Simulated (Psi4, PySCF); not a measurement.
Conformational energy of H₂Cl₃FSi₂, SMILES F[SiH2][Si](Cl)(Cl)Cl. Scanned: dihedral F1–Si2–Si3–Cl4; all other coordinates were relaxed at GFN2-xTB. GFN2-xTB can order the conformers of Si and Ge chains otherwise than DFT does. Heavy atoms are numbered in the order of the SMILES F[SiH2][Si](Cl)(Cl)Cl, hydrogens after them in the order of the atoms that carry them; the mirror image has the same energies with the sign of each dihedral reversed.

- RKS-B3LYP/LANL2DZ = restricted B3LYP/LANL2DZ, with its core potentials past Ne // GFN2-xTB run with PySCF
- PBE0/def2-TZVP // GFN2-xTB (Psi4)
- RHF/STO-3G = PySCF 2.14.0 with restricted Hartree-Fock/STO-3G // GFN2-xTB

Energies in kJ/mol, each method relative to its own lowest point.

| φ / ° | RKS-B3LYP/LANL2DZ | PBE0/def2-TZVP | RHF/STO-3G |
|---|---|---|---|
| 0 | 4.05 | 4.22 | 1.05 |
| 10 | 3.76 | 3.94 | 0.98 |
| 20 | 3.06 | 3.17 | [?] |
| 30 | 2.07 | 2.13 | [?] |
| 40 | 1.09 | 1.10 | [?] |
| 50 | 0.33 | 0.32 | [?] |
| 60 | 0.00 | 0.00 | 0.00 |
| 70 | 0.20 | 0.20 | 0.08 |
| 80 | 0.86 | 0.90 | 0.27 |
| 90 | 1.82 | 1.93 | [?] |
| 100 | 2.86 | 3.02 | 0.80 |
| 110 | 3.70 | 3.86 | 1.00 |

### Question
What belongs in the gaps?

### Answer

- 20, RHF/STO-3G: 0.78
- 30, RHF/STO-3G: 0.53
- 40, RHF/STO-3G: 0.29
- 50, RHF/STO-3G: 0.08
- 90, RHF/STO-3G: 0.51
